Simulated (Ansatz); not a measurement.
# One step, several reactants

Ligand exchange through a proton shuttle: in every member these bonds form or tighten: F–Si, H–O, H–Si; these break or loosen: F–H, H–O, Si–Si. Only the spectator groups change.

Gas-phase electronic energies, without zero-point energy, by CCSD(T) at an estimated basis limit (MP2 extrapolated from triple and quadruple zeta, plus CCSD(T) − MP2 in triple zeta); Ansatz 0.2.0, def2-TZVPP and QZVPP, frozen cores, on PBE0-D4/def2-TZVP structures. Extrapolation: Hartree–Fock as exp(−7.88 √X), correlation as X^−2.97. All energies, in kJ/mol, count from the separated reactants, without counterpoise correction; the start and end structures are the complexes reached by relaxing down from the saddle, and deeper ones may exist. Brackets give SMILES, or, where every atom is bracketed, only which atoms are joined. Steps whose reference was doubtful or whose search ended elsewhere are left out.

| reactants | products | start structure | saddle | end structure | saddle by PBE-D4/TZ |
| --- | --- | --- | --- | --- | --- |
| Si₂H₃ClF₂ ([F][Si]([F])([SiH3])[Cl]) + H₂O + HF | SiClF₃ ([F][Si]([F])([F])[Cl]) + SiH₄ + H₂O | -62.0 | 105.9 | -170.6 | 53.3 |
| Si₂H₃Cl₃ ([SiH3][Si]([Cl])([Cl])[Cl]) + H₂O + HF | SiCl₃F ([F][Si]([Cl])([Cl])[Cl]) + SiH₄ + H₂O | -57.9 | 123.0 | -151.0 | 64.8 |
| Si₂H₃Cl₂F ([F][Si]([SiH3])([Cl])[Cl]) + H₂O + HF | SiCl₂F₂ ([F][Si]([F])([Cl])[Cl]) + SiH₄ + H₂O | -61.5 | 114.5 | -162.3 | 61.3 |
| Si₂H₃F₃ ([F][Si]([F])([F])[SiH3]) + H₂O + HF | SiF₄ ([F][Si]([F])([F])[F]) + SiH₄ + H₂O | -62.8 | 103.8 | -176.7 | 50.8 |
| Si₂H₄OF₂ ([OH][Si]([F])([F])[SiH3]) + H₂O + HF | SiHOF₃ ([OH][Si]([F])([F])[F]) + SiH₄ + H₂O | -77.0 | ? | -175.8 | 44.8 |

Task: What is the height of the saddle for Si₂H₄OF₂ ([OH][Si]([F])([F])[SiH3]) + H₂O + HF? (To be estimated.)

Result: By the calculation: 99.7 kJ/mol relative to the separated reactants, the lowest of the series; above its start structure the barrier is 99.7 − (-77.0) ≈ 176.7 kJ/mol.

Task: With the table complete, does the saddle's height follow the energy of the end structure?

Result: Yes: it rises by about 0.9 kJ/mol for each kJ/mol by which the end lies higher (correlation 0.98 over 5 members).

Task: How do the PBE-D4 saddles lie against the coupled-cluster estimate?

Result: All lower, by 52.6 to 58.3 kJ/mol.

T1 diagnostic: at most 0.013.

For scale, one of the runs: CCSD(T)/def2-TZVPP, 356 basis functions, launched by `ansatz run in.yaml --threads 4 --pin off --events-out ev --progress --plain --max-ram 46080MiB --backend cuda --devices 0, --max-vram 37GiB`. Time: 12 s of wall clock on 4 CPU threads of an AMD EPYC 7R13 and a share of one NVIDIA H100; the host was shared. Peak host memory: 0.86 GiB.
